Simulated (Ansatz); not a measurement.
A short molecular-dynamics run on Hf2B2 (the lowest singlet isomer of a short search).

```yaml
crystal:
  periodic: [false, false, false]
  atoms:
    - {symbol: Hf, position_ang: [0.381234, -0.906760, -1.157957]}
    - {symbol: Hf, position_ang: [-1.438112, -0.174711, 0.458173]}
    - {symbol: B, position_ang: [0.763609, -0.026704, 0.871655]}
    - {symbol: B, position_ang: [0.293269, 1.108165, -0.171881]}
basis:
  gaussian: {orbitals: def2-SVP}
hamiltonian: {xc: {name: revPBE}}
md: {timestep: 0.5 fs, n_steps: 15, ensemble: nvt_nose_hoover, temperature: 700, initial_velocities: maxwell_boltzmann, seed: 451}
scf: {omitted_lower_state_checks: [starts]}
```

```sh
$ ansatz run in.yaml --threads 4 --pin off --events-out ev --progress --plain --max-ram 3916MiB
```

```
step  time (fs)  potential energy (eV)  kinetic (eV)  T (K)  conserved (eV)
   0        0.0             -3960.1942        0.1810    700      -3960.0132
   1        0.5             -3960.1938        0.1806    699      -3960.0132
   2        1.0             -3960.1928        0.1796    695      -3960.0132
   3        1.5             -3960.1910        0.1778    688      -3960.0132
   4        2.0             -3960.1886        0.1754    678      -3960.0132
   5        2.5             -3960.1854        0.1722    666      -3960.0132
   6        3.0             -3960.1815        0.1683    651      -3960.0132
   7        3.5             -3960.1769        0.1637    633      -3960.0132
   8        4.0             -3960.1717        0.1585    613      -3960.0132
   9        4.5             -3960.1659        0.1527    591      -3960.0132
  10        5.0             -3960.1595        0.1463    566      -3960.0132
  11        5.5             -3960.1527        0.1395    540      -3960.0132
  12        6.0             -3960.1454        0.1322    512      -3960.0132
  13        6.5             -3960.1378        0.1246    482      -3960.0132
  14        7.0             -3960.1299        0.1168    452      -3960.0132
  15        7.5             -3960.1219        0.1088    421      -3960.0132
```

Velocities are drawn at the set temperature; a run this short doesn't reach equilibrium.

In the def2 sets Hf takes a core potential; there is no spin–orbit coupling. The restricted singlet is unstable towards broken spin symmetry at other levels; at RKS revPBE/def2-SVP this wasn't settled.

Frames (Å, forces in eV/Å):

```xyz
4
time=0.0 fs
Hf    0.381   -0.907   -1.158    0.273   -0.279   -0.426
Hf   -1.438   -0.175    0.458   -0.509    0.037    0.269
B     0.764   -0.027    0.872    0.242   -0.178    0.354
B     0.293    1.108   -0.172   -0.006    0.420   -0.197
4
time=0.5 fs
Hf    0.381   -0.906   -1.157    0.287   -0.301   -0.478
Hf   -1.438   -0.175    0.458   -0.541    0.060    0.273
B     0.761   -0.030    0.869    0.262   -0.113    0.349
B     0.296    1.111   -0.175   -0.007    0.354   -0.143
4
time=1.0 fs
Hf    0.380   -0.906   -1.156    0.301   -0.323   -0.530
Hf   -1.437   -0.175    0.457   -0.574    0.083    0.276
B     0.758   -0.034    0.867    0.282   -0.046    0.343
B     0.298    1.114   -0.179   -0.009    0.286   -0.089
4
time=1.5 fs
Hf    0.380   -0.906   -1.156    0.316   -0.344   -0.581
Hf   -1.436   -0.176    0.457   -0.607    0.106    0.280
B     0.755   -0.038    0.865    0.302    0.021    0.336
B     0.300    1.117   -0.182   -0.010    0.217   -0.035
4
time=2.0 fs
Hf    0.379   -0.905   -1.155    0.330   -0.365   -0.633
Hf   -1.436   -0.176    0.457   -0.640    0.129    0.284
B     0.752   -0.041    0.863    0.322    0.089    0.329
B     0.302    1.120   -0.186   -0.012    0.147    0.019
4
time=2.5 fs
Hf    0.379   -0.905   -1.154    0.345   -0.386   -0.684
Hf   -1.435   -0.176    0.456   -0.673    0.153    0.288
B     0.749   -0.045    0.861    0.342    0.157    0.322
B     0.305    1.123   -0.190   -0.014    0.076    0.073
4
time=3.0 fs
Hf    0.378   -0.904   -1.154    0.360   -0.405   -0.734
Hf   -1.435   -0.177    0.456   -0.706    0.176    0.293
B     0.746   -0.049    0.859    0.362    0.224    0.316
B     0.307    1.127   -0.193   -0.016    0.006    0.126
4
time=3.5 fs
Hf    0.378   -0.904   -1.153    0.376   -0.425   -0.785
Hf   -1.434   -0.177    0.455   -0.739    0.199    0.297
B     0.744   -0.052    0.857    0.383    0.290    0.310
B     0.309    1.130   -0.197   -0.019   -0.064    0.178
4
time=4.0 fs
Hf    0.377   -0.904   -1.152    0.391   -0.444   -0.834
Hf   -1.434   -0.177    0.455   -0.772    0.222    0.302
B     0.741   -0.056    0.856    0.403    0.354    0.304
B     0.311    1.133   -0.200   -0.023   -0.132    0.228
4
time=4.5 fs
Hf    0.377   -0.903   -1.151    0.406   -0.463   -0.884
Hf   -1.433   -0.178    0.455   -0.804    0.245    0.308
B     0.739   -0.059    0.854    0.424    0.417    0.299
B     0.314    1.136   -0.204   -0.027   -0.199    0.277
4
time=5.0 fs
Hf    0.376   -0.903   -1.151    0.422   -0.481   -0.932
Hf   -1.433   -0.178    0.454   -0.836    0.267    0.313
B     0.736   -0.062    0.852    0.446    0.477    0.295
B     0.316    1.139   -0.207   -0.031   -0.264    0.323
4
time=5.5 fs
Hf    0.376   -0.903   -1.150    0.437   -0.498   -0.979
Hf   -1.432   -0.178    0.454   -0.868    0.289    0.319
B     0.734   -0.066    0.851    0.467    0.535    0.293
B     0.318    1.142   -0.210   -0.036   -0.326    0.368
4
time=6.0 fs
Hf    0.375   -0.902   -1.149    0.453   -0.516   -1.026
Hf   -1.432   -0.179    0.454   -0.899    0.311    0.324
B     0.732   -0.069    0.849    0.488    0.591    0.291
B     0.320    1.145   -0.213   -0.042   -0.386    0.411
4
time=6.5 fs
Hf    0.375   -0.902   -1.149    0.469   -0.532   -1.072
Hf   -1.431   -0.179    0.453   -0.929    0.332    0.331
B     0.730   -0.072    0.848    0.509    0.644    0.290
B     0.322    1.148   -0.216   -0.048   -0.444    0.451
4
time=7.0 fs
Hf    0.374   -0.902   -1.148    0.484   -0.549   -1.116
Hf   -1.431   -0.179    0.453   -0.959    0.353    0.337
B     0.728   -0.075    0.847    0.530    0.695    0.290
B     0.325    1.151   -0.219   -0.054   -0.498    0.490
4
time=7.5 fs
Hf    0.374   -0.901   -1.148    0.499   -0.565   -1.159
Hf   -1.430   -0.180    0.453   -0.988    0.373    0.343
B     0.726   -0.077    0.845    0.550    0.742    0.290
B     0.327    1.153   -0.222   -0.061   -0.550    0.525
```

Run time 24 s (4 threads of Arm Neoverse V1 on a shared host).
